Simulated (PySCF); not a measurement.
Geometry:
| atom | x (Å) | y (Å) | z (Å) |
| --- | --- | --- | --- |
| N1 | -2.222 | 0.118 | -0.744 |
| Si2 | -1.012 | -0.088 | 0.466 |
| N3 | 0.511 | -0.461 | -0.283 |
| Si4 | 2.103 | 0.112 | 0.119 |
| H5 | -3.179 | -0.151 | -0.549 |
| H6 | -2.177 | 0.873 | -1.419 |
| H7 | -0.704 | 1.098 | 1.328 |
| H8 | -1.556 | -1.175 | 1.341 |
| H9 | 0.477 | -1.215 | -0.965 |
| H10 | 2.800 | -0.693 | 1.175 |
| H11 | 2.001 | 1.517 | 0.614 |
| H12 | 2.960 | 0.066 | -1.106 |

Equivalent nuclei averaged, no relativistic terms, in vacuum, one conformer. Geometry from PBE0-D3(BJ)/def2-SVP; σ from GIAO-PBE0/pcSseg-1; PySCF 2.14.0 with density-fitted response routines.

Referencing at the same level of theory: 1H (31.27 ppm) and 29Si (351.99 ppm) vs TMS; 15N (265.67 ppm) vs NH3.

```json
{"atoms": "H10/H11/H12", "nucleus": "1H", "count": "3", "Hirshfeld charge": "-0.08", "δ (ppm)": "?"}
{"atoms": "N1", "nucleus": "15N", "count": "1", "Hirshfeld charge": "-0.32", "δ (ppm)": "23.2"}
{"atoms": "H5/H6", "nucleus": "1H", "count": "2", "Hirshfeld charge": "0.12", "δ (ppm)": "0.46"}
{"atoms": "N3", "nucleus": "15N", "count": "1", "Hirshfeld charge": "-0.33", "δ (ppm)": "19.3"}
{"atoms": "H9", "nucleus": "1H", "count": "1", "Hirshfeld charge": "0.12", "δ (ppm)": "?"}
{"atoms": "H7/H8", "nucleus": "1H", "count": "2", "Hirshfeld charge": "-0.09", "δ (ppm)": "4.85"}
{"atoms": "Si4", "nucleus": "29Si", "count": "1", "Hirshfeld charge": "0.34", "δ (ppm)": "-55.2"}
{"atoms": "Si2", "nucleus": "29Si", "count": "1", "Hirshfeld charge": "0.39", "δ (ppm)": "-35.5"}
```

**Question.** Fill in the missing shifts.

**Answer.** 
- H10/H11/H12: 4.69 ppm, hydrogen on a silicon bonded to N
- H9: -0.12 ppm, hydrogen on a nitrogen bonded to 2 Si; exchangeable; this is the value without hydrogen bonding to other molecules

The OH or NH signal is concentration- and solvent-dependent in practice; the value given is the gas-phase one. Experimental scales use liquid or dissolved standards, which lie at an offset from isolated NH3 (liquid NH3: subtract about 20 ppm).
